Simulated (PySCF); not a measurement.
How good is the calculation?

Structure with atom numbers: `[CH3:1][NH:2][c:3]1[cH:4][cH:5][cH:6][cH:7][cH:8]1`. Hydrogens are named by the atom that carries them.

Published estimates (parent shift plus substituent increments) and measurements: δ 15N N2 -329.2 ppm (measured; solution, CDCl3; A. Zakrzewska et al., Int. J. Mol. Sci. 6 (2005) 52).
δ 13C C5/C7 129.3; C6 116.9; C4/C8 112.3; δ 1H H(C5)/H(C7) 7.18; H(C6) 6.70; H(C4)/H(C8) 6.61 ppm (estimated from measurements, as parent shift plus tabulated substituent increment; solution, not stated per compound (mostly CDCl3 or CCl4); Pretsch, Buehlmann, Badertscher, Structure Determination of Organic Compounds, 4th ed. (2009)).

[PySCF 2.14: coordinates at the PBE0-D3(BJ)/def2-SVP level; shielding tensors at PBE0/pcSseg-1 (GIAO); one conformer; rapidly exchanging positions averaged; non-relativistic; gas phase]

(1) What does the calculation give, and how does it compare?

(2) How far are the unscaled 13C shifts from the references?

(3) How far are the unscaled 1H shifts from the references?

Answers

(1) 
Reference values: measured (solution, CDCl3; A. Zakrzewska et al., Int. J. Mol. Sci. 6 (2005) 52).
```csv
atoms,quantity,reference,computed,"computed, scaled"
N2,δ 15N vs CH3NO2 (scale of the values; not named in the stored text),-329.2,–,-326.6
```

Reference values: estimated from measurements, as parent shift plus tabulated substituent increment (solution, not stated per compound (mostly CDCl3 or CCl4); Pretsch, Buehlmann, Badertscher, Structure Determination of Organic Compounds, 4th ed. (2009)).
```csv
atoms,quantity,reference,computed,"computed, scaled"
C5/C7,δ 13C,129.3,135.0,129.8
C6,δ 13C,116.9,120.8,116.1
C4/C8,δ 13C,112.3,114.1,109.6
H(C5)/H(C7),δ 1H,7.18,7.24,7.09
H(C6),δ 1H,6.70,6.70,6.57
H(C4)/H(C8),δ 1H,6.61,6.41,6.29
```

Computed shifts are σ(ref) − σ with the named reference compound (TMS for H and C) calculated as an isolated molecule at the same level. The measured values may be among those fitted. Empirical linear scaling, fitted to shifts measured mostly in CDCl3 for H and C (δ vs TMS): 13C (scatter 1.9 ppm rms, 2.3 ppm with the 23 outliers that the fit left out); 1H (scatter 0.21 ppm rms, 0.22 ppm with the 3 outliers that the fit left out); 15N (scatter 7.2 ppm rms vs CH3NO2, solution or neat liquid). A few per cent of atoms miss by over 2 rms, more outside the fitted compound classes. H not on carbon is unscaled (vs computed TMS).

(2) Mean signed difference +3.80 ppm, mean absolute 3.80 ppm over 3 comparisons; the largest is +5.7 ppm at C5/C7 (aromatic CH).

(3) Mean signed difference -0.05 ppm, mean absolute 0.09 ppm over 3 comparisons; the largest is -0.20 ppm at H(C4)/H(C8) (hydrogen on an aromatic CH).

7 of the 13 published NMR values on file for this molecule are compared.
